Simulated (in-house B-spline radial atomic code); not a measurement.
Neutral calcium: [Ar] 4s2

Computed with a B-spline radial code for spherical atoms: non-relativistic PBEsol, spin-polarised, spherical fractional occupations, point nucleus.

Z_r = [3n² - l(l+1)]/(2<r>); Z_e = n√(-2ε); the last column is Slater's effective charge. Values are occupation-weighted means over spin.

```
shell  electrons   ε (eV)  <r> (bohr)    Z_r    Z_e  Slater
   1s          2  -3922.7     0.07744  19.37  16.98   19.70
   2s          2  -410.07      0.3672  16.34  10.98   15.85
   2p          6  -334.19      0.3289  15.20   9.91   15.85
   3s          2  -46.553       1.163  11.61   5.55    8.75
   3p          6  -28.001       1.273   9.82   4.30    8.75
   4s          2  -3.7512       4.027   5.96   2.10    2.85
```

The least bound orbital is 4s at -3.751 eV, and it is also the most diffuse (<r> = 4.027 bohr).

The density falls to 0.001 bohr⁻³ at 5.096 bohr; Σ<r²> = 52.917 bohr² gives, by the non-relativistic formula and without the paramagnetism of open shells, a Langevin diamagnetic susceptibility of -41.91×10⁻⁶ cm³/mol.
